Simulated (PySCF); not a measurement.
F6Sb, SMILES [F][Sb-]([F])([F])([F])([F])[F], charge -1.

Geometry optimised at PBE-D3(BJ)/def2-SVPD. The def2 effective core potentials stand for the cores of Sb; spin–orbit coupling is left out.

These are PySCF with PBE-D3(BJ)/def2-SVPD values and carry that method's errors.

Frequencies are harmonic and unscaled.

Modes within 1.5 cm⁻¹ of each other (mostly degenerate sets) share a row, with their intensities summed.

```
mode   ν (cm⁻¹)  IR (km/mol)  moving atoms (share of kinetic energy)
-----  --------  -----------  --------------------------------------
1–3         145          0.0                                 F 100 %
4–6         235          0.0                                 F 100 %
7–9         256        144.5                         F 76 %, Sb 24 %
10–11       519          0.0                                 F 100 %
12          549          0.0                                 F 100 %
13–15       591        466.6                         F 76 %, Sb 24 %
```
